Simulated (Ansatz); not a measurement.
Consider the formal exchange of groups at the Si–O bond: `O[Si](O)(F)F` + `O[SiH3]` → `O[SiH2][Si](O)(F)F` + H₂O.

Calculated with Ansatz (gas phase, PBE0-D4/def2-TZVP geometries, no zero-point term in ΔE). CCSD(T)/CBS is the MP2 limit (def2-TZVPP, def2-QZVPP) plus CCSD(T) − MP2 in def2-TZVPP, frozen cores. This one scheme is used for every species. DFT in def2-TZVPP. Each species was taken in one conformer, which may not be the lowest.

```
             level  ΔE (kcal/mol)  difference from CCSD(T)/CBS
            PBE-D4           24.7                         -6.3
               PBE           25.7                         -5.3
            r2SCAN           31.5                          0.5
     HF/def2-TZVPP           38.3                          7.3
SCS-MP2/def2-TZVPP           34.0                          3.0
     HF/def2-QZVPP           38.6                          7.6
SCS-MP2/def2-QZVPP           33.4                          2.4
      HF/CBS(def2)           38.6                          7.6
     MP2/CBS(def2)           32.2                          1.2
    CCSD/CBS(def2)           31.9                          0.9
       CCSD(T)/CBS           31.0                            0
```

Largest T1 diagnostic among the species: 0.012.

The D4 term adds −1.6 kcal/mol with B3LYP and −1.0 kcal/mol with PBE0; it sums over pairs of atoms, weighted by their polarisabilities, and B3LYP, whose exchange is more repulsive, gets the larger term. In def2-TZVPP, CCSD(T) changes the Hartree–Fock value by −6.1 kcal/mol (the triples alone add −0.9 kcal/mol) and MP2 by −4.9 kcal/mol. From PBE to PBE0 (25 % exact exchange), in def2-TZVPP and without D4, ΔE moves by +2.8 kcal/mol.

B3LYP here is the variant with VWN-RPA as its local correlation; programs differ in this.
